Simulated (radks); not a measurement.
Results of a calculation; reference values are marked as such.
Species: Si VIII. Configuration: [He] 2s2 2p3 (the NIST ground configuration). Code: a radial shooting solver on a logarithmic mesh with Libxc functionals. Model: scalar-relativistic Kohn-Sham, BLYP, spin-polarised, spherical densities, finite nucleus; open shells are filled with parallel spins first; Fermi nuclear charge, rms radius 3.1224 fm.

Radial electron density D(r) = 4 pi r^2 rho(r):

```
   r/bohr * D(r) (the largest magnitude, 15.7, reaches the edge; | marks zero)
 0.003585 |*
 0.004485 |*
  0.00561 | *
 0.007019 |  *
 0.008852 |    *
  0.01107 |      *
  0.01385 |         *
  0.01733 |              *
  0.02169 |                   *
  0.02713 |                          *
  0.03421 |                                   *
   0.0428 |                                           *
  0.05355 |                                                  *
    0.067 |                                                      *
  0.08382 |                                                     *
   0.1049 |                                                *
   0.1322 |                                      *
   0.1654 |                              *
    0.207 |                          *
    0.259 |                            *
    0.324 |                                 *
   0.4053 |                                   *
   0.5071 |                              *
   0.6395 |                  *
      0.8 |        *
    1.001 |  *
    1.252 |*
    1.567 *
     1.96 *
```

D(r) has 2 maxima, at r = 0.0732, 0.386 bohr, and minima at 0.212 bohr, inside which lie 2.22 electrons.
